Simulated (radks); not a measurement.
The numbers below are computed, except where a source is named.
Species: Nd4+. Configuration: [Kr] 4d10 4f2.25 5s1.75 5p6 (fractional occupations, a model configuration).

Level of theory: scalar-relativistic Kohn-Sham, exchange-only LDA, spin-polarised, spherical densities, finite nucleus; open shells are filled with parallel spins first (spin-orbit coupling, left out, can overturn this in heavy ions); Fermi nuclear charge, rms radius 4.9123 fm (a radial shooting solver on a logarithmic mesh with Libxc functionals).

Energy parts (hartree):
total: -9607.6934
kinetic: 10226.8995
electron-nucleus: -23249.5358
Hartree: 3622.7208
exchange: -207.7780

Orbitals (lengths in bohr, moments of r in powers of bohr; r(90%) holds 90 % of the orbital's charge):
orbital,occ.,eigenvalue (hartree),r(90%),<r^4>,<r^2>
1s up,1,-1594.950,0.0427,1.530e-06,0.0007611
1s down,1,-1594.949,0.0427,1.530e-06,0.0007611
2s up,1,-259.5076,0.156,0.0002495,0.01205
2s down,1,-259.5061,0.156,0.0002494,0.01205
2p up,3,-232.2970,0.145,0.0001835,0.009632
2p down,3,-232.2958,0.145,0.0001835,0.009632
3s up,1,-57.74687,0.391,0.009986,0.08130
3s down,1,-57.71547,0.391,0.009972,0.08124
3p up,3,-49.16282,0.397,0.01042,0.08129
3p down,3,-49.13167,0.396,0.01040,0.08122
3d up,5,-37.21002,0.378,0.008519,0.06896
3d down,5,-37.18541,0.378,0.008496,0.06888
4s up,1,-12.93104,0.870,0.2490,0.4140
4s down,1,-12.85140,0.870,0.2488,0.4138
4p up,3,-10.10535,0.931,0.3244,0.4663
4p down,3,-10.02543,0.931,0.3243,0.4661
4d up,5,-6.08131,1.05,0.5187,0.5669
4d down,5,-6.00134,1.05,0.5202,0.5671
5s up,1,-3.01025,1.99,6.877,2.187
5s down,0.75,-2.95637,2.01,7.079,2.216
5p up,3,-2.25766,2.28,11.55,2.807
5p down,3,-2.21425,2.30,12.01,2.859
4f up,2.25,-1.77167,1.51,2.373,1.029
4f down,0,-1.69639,1.53,2.552,1.057

The highest occupied level is 4f up at -48.210 eV. Summed over all electrons, <r^2> = 33.88 bohr^2, which gives a Langevin (diamagnetic) susceptibility term of -26.8 x 10^-6 cm^3/mol. The density falls to 0.001 e/bohr^3 at r = 3.24 bohr. The spin density at the nucleus is 57.42 e/bohr^3 (1s 0.20, 2s -0.26, 3s -4.08, 4s -0.32, 5s 61.88).
